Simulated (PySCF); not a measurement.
Species: BH9Si3.
SMILES with atom numbers: `[BH2:1][SiH2:2][SiH2:3][SiH3:4]` (hydrogens: H5, H6 on B1; H7, H8 on Si2; H9, H10 on Si3; H11, H12, H13 on Si4)

Cartesian coordinates in Å at the PBE0-D3(BJ)/def2-SVP level; atoms count from 1:
```
atom  x, y, z in Å
B1    -2.2234    0.4681    0.2201
Si2   -1.2829   -1.0213   -0.7159
Si3    0.8720   -0.9318    0.2524
Si4    1.8593    1.1381   -0.2368
H5    -2.1193    1.6054   -0.1752
H6    -2.8218    0.2748    1.2517
H7    -1.8490   -2.3868   -0.4803
H8    -1.0879   -0.8121   -2.1861
H9     1.7129   -2.0456   -0.2909
H10    0.7674   -1.0945    1.7375
H11    3.2499    1.2281    0.3054
H12    1.9033    1.3379   -1.7182
H13    1.0342    2.2304    0.3677
```

Method: PBE0-D3(BJ)/def2-SVP geometry optimisation, gas phase (PySCF 2.14.0).

Take the most abundant isotopes and a rigid rotor. The values belong to one conformer with, in the numbering `[BH2:1][SiH2:2][SiH2:3][SiH3:4]`, H–B1–Si2–Si3 84° and -90°, B1–Si2–Si3–Si4 -62°.

Task: Give the principal moments of inertia and the rotational constants in cm⁻¹.

Result: Ia = 109.82, Ib = 308.89, Ic = 365.09 u·Å²; 505379 MHz·u·Å²/I gives 4602, 1636 and 1384 MHz, that is A = 0.15350, B = 0.05457, C = 0.04617 cm⁻¹.

Task: What kind of rotor is it?

Result: An asymmetric top: κ = (2 × 1636 − 4602 − 1384)/(4602 − 1384) = -0.84.

Task: Is it planar, by Δ = Ic − Ia − Ib?

Result: Not planar: Δ = Ic − Ia − Ib = -53.62 u·Å². For a rigid frame Δ = −2 Σ m c², so Σ m c² = 26.81 u·Å² lies off the ab plane: 13.10 from hydrogen and 13.71 from heavier atoms. The atom farthest from that plane is 1.91 Å away.

Task: Give the other two planar moments, Paa and Pbb, and the rms extents of the mass along the axes.

Result: Paa = Σ m a² = (Ib + Ic − Ia)/2 = 282.08 and Pbb = Σ m b² = (Ia + Ic − Ib)/2 = 83.01 u·Å². With the mass M = 104.01 u, the rms extents √(P/M) along a, b and c are 1.65, 0.89, 0.51 Å.

Task: Which types of transition are allowed, and where do some lines up to J = 3 fall?

Result: The dipole components are |μa| = 0.13 D, |μb| = 0.08 D, |μc| = 0.03 D. Intensities carry the squares of the components, which stand as 1.00 : 0.34 : 0.04 (a : b : c). Some lines, for components of 0.1 D or more:

| type | branch | J(Ka,Kc) | MHz | lower level (cm⁻¹) |
| --- | --- | --- | --- | --- |
| a | Q | 2(1,1) ← 2(1,2) | 756 | 0.393 |
| a | Q | 3(1,2) ← 3(1,3) | 1510 | 0.682 |
| a | R | 1(0,1) ← 0(0,0) | 3020 | 0.000 |
| a | R | 2(1,2) ← 1(1,1) | 5789 | 0.200 |
| a | R | 2(0,2) ← 1(0,1) | 6025 | 0.101 |
| a | R | 2(1,1) ← 1(1,0) | 6293 | 0.208 |
| a | R | 3(1,3) ← 2(1,2) | 8674 | 0.393 |
| a | R | 3(0,3) ← 2(0,2) | 9000 | 0.302 |
| a | R | 3(2,2) ← 2(2,1) | 9061 | 0.715 |
| a | R | 3(2,1) ← 2(2,0) | 9122 | 0.715 |
| a | R | 3(1,2) ← 2(1,1) | 9429 | 0.418 |

No frequency check. Constants of a rigid frame at the computed geometry: no zero-point averaging, no centrifugal distortion. A rigid rotor knows nothing of internal rotation, which can split or shift real lines. Quadrupole hyperfine structure (11B) is left out.
